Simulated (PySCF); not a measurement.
C₃H₄ClNSi, SMILES Cl[Si@H]1C=CC=N1. Heavy atoms are numbered as in [Cl:1][Si@H:2]1[CH:3]=[CH:4][CH:5]=[N:6]1. Hydrogens are named by the atom that carries them.

Geometry optimised at B3LYP-D3(BJ)/def2-SVP. The structure was generated by enumeration; whether it is a known compound was not checked.

Calculation: PySCF with PBE/pcSseg-1.

GIAO shieldings, no solvent; atoms alike by connectivity are averaged. δ = σ(ref) − σ: ³⁵Cl against HCl (σ = 936.5 ppm); ²⁹Si against TMS (σ = 335.4 ppm); ¹³C against TMS (σ = 182.0 ppm); ¹⁵N against NH3 (σ = 267.0 ppm); ¹H against TMS (σ = 31.49 ppm), references at their B3LYP-D3(BJ)/def2-TZVP geometries, non-relativistic (without spin–orbit terms, shifts of atoms bonded to Cl or Br come out too high).

| atoms | nucleus | count | δ (ppm) |
|---|---|---|---|
| Cl1 | ³⁵Cl | 1 | ___ |
| Si2 (SiH) | ²⁹Si | 1 | ___ |
| C5 (CH) | ¹³C | 1 | 184.6 |
| C4 (CH) | ¹³C | 1 | ___ |
| C3 (CH) | ¹³C | 1 | ___ |
| N6 | ¹⁵N | 1 | 379.2 |
| H on C5 | ¹H | 1 | 9.07 |
| H on C4 | ¹H | 1 | ___ |
| H on C3 | ¹H | 1 | 7.13 |
| H on Si2 | ¹H | 1 | 6.04 |

Fill in the missing entries. (The exact figures need the calculation; the answer reports its results.)


- Si2 (SiH), δ (ppm): 16.3
- C4 (CH), δ (ppm): 153.8
- Cl1, δ (ppm): -7.9
- H on C4, δ (ppm): 7.31
- C3 (CH), δ (ppm): 151.8
